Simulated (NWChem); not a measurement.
System: HfO; SMILES [O]=[Hf]

Excerpt of the output:

```
             Northwest Computational Chemistry Package (NWChem) 7.3.0
             --------------------------------------------------------

                             Geometry "geometry" -> ""
                             -------------------------

 Output coordinates in angstroms (scale by  1.889725989 to convert to a.u.)

  No.       Tag          Charge          X              Y              Z
 ---- ---------------- ---------- -------------- -------------- --------------
    1 Hf                  72.0000     0.00000000     0.00000000    -0.16839800
    2 O                    8.0000     0.00000000     0.00000000     1.55269800

 Effective nuclear repulsion energy (a.u.)     177.0999964115

                                 NWChem DFT Module
                                 -----------------

 Summary of "ao basis" -> "ao basis" (spherical)
 ------------------------------------------------------------------------------
       Tag                 Description            Shells   Functions and Types
 ---------------- ------------------------------  ------  ---------------------
 Hf                        def2-qzvp                20       72   7s5p4d3f1g
 O                         def2-qzvp                17       57   7s4p3d2f1g

            General Information
            -------------------
          SCF calculation type: DFT
          Wavefunction type:  closed shell.
          No. of atoms     :     2
          No. of electrons :    20
           Alpha electrons :    10
            Beta electrons :    10
          Charge           :     0
          Spin multiplicity:     1
          Use of symmetry is: off; symmetry adaption is: off
          Maximum number of iterations: 150
          AO basis - number of functions:   129
                     number of shells:    37
          Convergence on energy requested:  1.00D-06
          Convergence on density requested:  1.00D-05
          Convergence on gradient requested:  5.00D-04

              XC Information
              --------------
                         B3LYP Method XC Potential
                     Hartree-Fock (Exact) Exchange  0.200
                        Slater Exchange Functional  0.800 local
                    Becke 1988 Exchange Functional  0.720 non-local
              Lee-Yang-Parr Correlation Functional  0.810
                  VWN I RPA Correlation Functional  0.190 local

             Grid Information
             ----------------
          Grid used for XC integration:  medium
          Radial quadrature: Mura-Knowles
          Angular quadrature: Lebedev.
          Tag              B.-S. Rad. Rad. Pts. Rad. Cut. Ang. Pts.
          ---              ---------- --------- --------- ---------
          Hf                  1.55      123           9.0       590
          O                   0.60       49           9.0       434
          Grid pruning is: on
          Number of quadrature shells:   172
          Spatial weights used:  Erf1

      Superposition of Atomic Density Guess
      -------------------------------------

 Sum of atomic energies:        -126.72404258

      Non-variational initial energy
      ------------------------------

 Total energy =    -121.832675
 1-e energy   =    -239.960648
 2-e energy   =      88.611307
 HOMO         =      -0.194416
 LUMO         =       0.039223

   convergence    iter        energy       DeltaE   RMS-Dens  Diis-err
 ---------------- ----- ----------------- --------- --------- ---------
 d=70,ls=0.0,diis     1   -122.9366432991 -1.52D+02  2.04D-02  2.85D+00     2.2
 d=70,ls=0.3,diis     2   -122.6191788027  3.17D-01  6.88D-03  1.11D+00     3.9
 d=70,ls=0.3,diis     3   -122.7512168301 -1.32D-01  4.06D-03  1.05D+00     5.7
 d=70,ls=0.3,diis     4   -122.9318741466 -1.81D-01  2.89D-03  6.14D-01     7.8
 d=70,ls=0.3,diis     5   -123.0508216146 -1.19D-01  2.29D-03  3.53D-01     9.4
 d=70,ls=0.3,diis     6   -123.1256130136 -7.48D-02  1.89D-03  2.20D-01    11.1
  Resetting Diis
 d=70,ls=0.3,diis     7   -123.1737347479 -4.81D-02  1.45D-03  1.55D-01    12.7
 d=70,ls=0.3,diis     8   -123.2059610067 -3.22D-02  2.00D-03  1.20D-01    14.4
 d=70,ls=0.3,diis     9   -123.2350182211 -2.91D-02  9.75D-04  6.97D-03    16.1
 d=70,ls=0.3,diis    10   -123.2493271636 -1.43D-02  5.96D-04  1.26D-02    17.7
 d=70,ls=0.3,diis    11   -123.2592153434 -9.89D-03  6.26D-04  1.69D-02    19.4
 d=70,ls=0.3,diis    12   -123.2667733712 -7.56D-03  5.22D-04  1.28D-02    21.0
 d=70,ls=0.3,diis    13   -123.2722831376 -5.51D-03  4.04D-04  8.07D-03    22.7
 d=70,ls=0.3,diis    14   -123.2761904895 -3.91D-03  3.02D-04  4.69D-03    24.3
 d=70,ls=0.3,diis    15   -123.2789288465 -2.74D-03  2.24D-04  2.60D-03    26.0
 d=70,ls=0.3,diis    16   -123.2808385130 -1.91D-03  1.65D-04  1.38D-03    27.6
 d=70,ls=0.3,diis    17   -123.2821675167 -1.33D-03  1.20D-04  7.16D-04    29.3
 d=70,ls=0.3,diis    18   -123.2830921036 -9.25D-04  8.72D-05  3.65D-04    31.0
 d=70,ls=0.3,diis    19   -123.2837359241 -6.44D-04  6.29D-05  1.84D-04    32.6
 d=70,ls=0.3,diis    20   -123.2841847191 -4.49D-04  4.52D-05  9.18D-05    34.3
 d=70,ls=0.3,diis    21   -123.2844978603 -3.13D-04  3.23D-05  4.56D-05    36.4
 d=70,ls=0.3,diis    22   -123.2847165307 -2.19D-04  2.30D-05  2.25D-05    38.1
 d=70,ls=0.3,diis    23   -123.2848693310 -1.53D-04  1.63D-05  1.11D-05    39.7
 d=70,ls=0.3,diis    24   -123.2849761560 -1.07D-04  1.15D-05  5.47D-06    41.4
 d=70,ls=0.3,diis    25   -123.2850508662 -7.47D-05  8.14D-06  2.69D-06    43.1
 d=70,ls=0.3,diis    26   -123.2851031299 -5.23D-05  5.74D-06  1.32D-06    44.7
  Singularity in Pulay matrix. Error and Fock matrices removed.
  Singularity in Pulay matrix. Error and Fock matrices removed.
  Singularity in Pulay matrix. Error and Fock matrices removed.
  Singularity in Pulay matrix. Error and Fock matrices removed.
  Singularity in Pulay matrix. Error and Fock matrices removed.
 d=70,ls=0.3,diis    27   -123.2851396979 -3.66D-05  4.04D-06  6.48D-07    46.4
  Singularity in Pulay matrix. Error and Fock matrices removed.
 d=70,ls=0.3,diis    28   -123.2851652874 -2.56D-05  2.84D-06  3.18D-07    48.1
  Singularity in Pulay matrix. Error and Fock matrices removed.
 d=70,ls=0.3,diis    29   -123.2851831960 -1.79D-05  1.99D-06  1.56D-07    49.8
  Singularity in Pulay matrix. Error and Fock matrices removed.
  Singularity in Pulay matrix. Error and Fock matrices removed.
  Singularity in Pulay matrix. Error and Fock matrices removed.
 d=70,ls=0.3,diis    30   -123.2851957300 -1.25D-05  1.40D-06  7.65D-08    51.6
  Singularity in Pulay matrix. Error and Fock matrices removed.
 d= 0,ls=0.3,diis    31   -123.2852045029 -8.77D-06  9.81D-07  3.75D-08
  Singularity in Pulay matrix. Error and Fock matrices removed.
 d= 0,ls=0.3,diis    32   -123.2852249698 -2.05D-05  2.43D-09  3.51D-14
 d= 0,ls=0.3,diis    33   -123.2852249698  1.14D-13  1.51D-09  1.04D-14

         Total DFT energy =     -123.285224969751
      One electron energy =     -241.707353510296
           Coulomb energy =      103.330375082227
    Exchange-Corr. energy =      -14.424912610263
 Nuclear repulsion energy =       29.516666068581

 Numeric. integr. density =       20.000000191426

                       DFT Final Molecular Orbital Analysis
                       ------------------------------------

 Vector    8  Occ=2.000000D+00  E=-3.335224D-01
              MO Center=  4.8D-09, -5.0D-09,  1.2D+00, r^2= 1.1D+00
   Bfn.  Coefficient  Atom+Function         Bfn.  Coefficient  Atom+Function
  ----- ------------  ---------------      ----- ------------  ---------------
    81     -0.223201  2 O  py                80      0.219942  2 O  px
    87     -0.208068  2 O  py                86      0.205030  2 O  px
    84     -0.203446  2 O  py                83      0.200475  2 O  px
    29     -0.115377  1 Hf d -1              31     -0.113692  1 Hf d  1
    34     -0.097533  1 Hf d -1              36     -0.096109  1 Hf d  1

 Vector    9  Occ=2.000000D+00  E=-3.329186D-01
              MO Center=  1.6D-07,  1.7D-07,  1.2D+00, r^2= 1.5D+00
   Bfn.  Coefficient  Atom+Function         Bfn.  Coefficient  Atom+Function
  ----- ------------  ---------------      ----- ------------  ---------------
    82      0.326437  2 O  pz                85      0.298337  2 O  pz
    88      0.291783  2 O  pz                30     -0.194637  1 Hf d  0
     3      0.158140  1 Hf s                 91      0.142578  2 O  pz
    35     -0.126945  1 Hf d  0               4      0.112208  1 Hf s
    25     -0.106949  1 Hf d  0              13      0.096155  1 Hf pz

 Vector   10  Occ=2.000000D+00  E=-2.085164D-01
              MO Center= -4.7D-09, -5.5D-09, -4.9D-01, r^2= 3.6D+00
   Bfn.  Coefficient  Atom+Function         Bfn.  Coefficient  Atom+Function
  ----- ------------  ---------------      ----- ------------  ---------------
     6      0.643209  1 Hf s                  4     -0.374796  1 Hf s
     3     -0.347568  1 Hf s                  5      0.315752  1 Hf s
     2      0.210612  1 Hf s                  7      0.200610  1 Hf s
    35     -0.140807  1 Hf d  0              30     -0.133433  1 Hf d  0
    19     -0.120439  1 Hf pz                22     -0.082776  1 Hf pz

 Vector   11  Occ=0.000000D+00  E=-9.544468D-02
              MO Center= -9.2D-09, -7.1D-09, -2.0D-01, r^2= 2.2D+00
   Bfn.  Coefficient  Atom+Function         Bfn.  Coefficient  Atom+Function
  ----- ------------  ---------------      ----- ------------  ---------------
    33      0.396303  1 Hf d -2              28      0.390760  1 Hf d -2
    38      0.266912  1 Hf d -2              23      0.202567  1 Hf d -2

 Vector   12  Occ=0.000000D+00  E=-9.544460D-02
              MO Center= -6.9D-09, -4.5D-09, -2.0D-01, r^2= 2.2D+00
   Bfn.  Coefficient  Atom+Function         Bfn.  Coefficient  Atom+Function
  ----- ------------  ---------------      ----- ------------  ---------------
    37      0.396297  1 Hf d  2              32      0.390765  1 Hf d  2
    42      0.266915  1 Hf d  2              27      0.202566  1 Hf d  2

 Vector   13  Occ=0.000000D+00  E=-6.535539D-02
              MO Center=  5.6D-09,  6.8D-09, -7.4D-01, r^2= 4.8D+00
   Bfn.  Coefficient  Atom+Function         Bfn.  Coefficient  Atom+Function
  ----- ------------  ---------------      ----- ------------  ---------------
    21      0.401786  1 Hf py                20      0.396215  1 Hf px
    39     -0.178098  1 Hf d -1              41      0.175629  1 Hf d  1
    34     -0.166778  1 Hf d -1              36      0.164465  1 Hf d  1
    29     -0.155211  1 Hf d -1              31      0.153059  1 Hf d  1
    12     -0.147544  1 Hf py                11     -0.145498  1 Hf px

     Multipole analysis of the density
     ---------------------------------

     L   x y z        total         alpha         beta         nuclear
     -   - - -        -----         -----         ----         -------
     0   0 0 0     -0.000000    -10.000000    -10.000000     20.000000

     1   1 0 0      0.000000      0.000000      0.000000      0.000000
     1   0 1 0      0.000000      0.000000      0.000000      0.000000
     1   0 0 1     -1.376151    -10.515414    -10.515414     19.654677

     2   2 0 0    -22.092296    -11.046148    -11.046148      0.000000
     2   1 1 0      0.000000      0.000000      0.000000      0.000000
     2   1 0 1     -0.000000     -0.000000     -0.000000      0.000000
     2   0 2 0    -22.092296    -11.046148    -11.046148      0.000000
     2   0 1 1     -0.000000     -0.000000     -0.000000      0.000000
     2   0 0 2    -26.144735    -48.117477    -48.117477     70.090219

                                 NWChem DFT Module
                                 -----------------

            General Information
            -------------------
          SCF calculation type: DFT
          Wavefunction type:  spin polarized.
          No. of atoms     :     2
          No. of electrons :    19
           Alpha electrons :    10
            Beta electrons :     9
          Charge           :     1
          Spin multiplicity:     2
          Use of symmetry is: off; symmetry adaption is: off
          Maximum number of iterations: 150
          AO basis - number of functions:   129
                     number of shells:    37
          Convergence on energy requested:  1.00D-06
          Convergence on density requested:  1.00D-05
          Convergence on gradient requested:  5.00D-04

              XC Information
              --------------
                         B3LYP Method XC Potential
                     Hartree-Fock (Exact) Exchange  0.200
                        Slater Exchange Functional  0.800 local
                    Becke 1988 Exchange Functional  0.720 non-local
              Lee-Yang-Parr Correlation Functional  0.810
                  VWN I RPA Correlation Functional  0.190 local

             Grid Information
             ----------------
          Grid used for XC integration:  medium
          Radial quadrature: Mura-Knowles
          Angular quadrature: Lebedev.
          Tag              B.-S. Rad. Rad. Pts. Rad. Cut. Ang. Pts.
          ---              ---------- --------- --------- ---------
          Hf                  1.55      123           9.0       590
          O                   0.60       49           9.0       434
          Grid pruning is: on
          Number of quadrature shells:   172
          Spatial weights used:  Erf1

      Superposition of Atomic Density Guess
      -------------------------------------

 Sum of atomic energies:        -126.72404258

 Renormalizing density from      20.00 to     19

      Non-variational initial energy
      ------------------------------

 Total energy =    -118.474243
 1-e energy   =    -227.962615
 2-e energy   =      79.971706
 HOMO         =      -0.461171
 LUMO         =      -0.293543

[...]
```

Level: B3LYP/def2-QZVP with def2 effective core potentials on Hf, vertical spin-unrestricted ions. Geometry: optimised at PBE0-D3(BJ)/def2-TZVP. def2 effective core potentials on Hf; no spin-orbit coupling.

Q: Write an input that gives this output.

A: This is not unique; one that fits is the input that was run:
```
start job
memory heap 200 mb stack 900 mb global 1100 mb
geometry units angstroms noautosym nocenter noautoz
  Hf     0.000000     0.000000    -0.168398
  O      0.000000     0.000000     1.552698
end
basis spherical
  * library def2-qzvp
end
ecp
  Hf library def2-ecp
end
dft
  xc b3lyp
  iterations 150
  convergence damp 70 ncydp 30 lshift 0.3 ncysh 40
  vectors input atomic output neutral.movecs
end
task dft energy
charge 1
dft
  odft
  mult 2
  vectors input atomic output cation.movecs
end
task dft energy
```
